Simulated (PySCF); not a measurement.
Method: PySCF with B3LYP-D3(BJ)/def2-TZVP // TPSS-D3(BJ)/def2-SVP. Gas-phase values, no solvent. B3LYP has the VWN-RPA correlation part, as in Gaussian. 

Reference species: [Zn(Br)2] (neutral, multiplicity 1).

* **coordination number**: 2
* **mean distance from the central atom to its bonded neighbours**: 2.236 Å
* **HOMO**: -8.30 eV

Changed species: [Zn(F)(Br)] (1 of 2 F replaced by Br; the reference has 2 of 2 F replaced by Br).

### Question
Predict the effect on the coordination number, mean distance from the central atom to its bonded neighbours and HOMO.

### Answer
the coordination number hardly moves; the mean distance from the central atom to its bonded neighbours drops by 0.250 Å, to 1.986 Å; the HOMO decreases by 0.31 eV, to -8.61 eV.
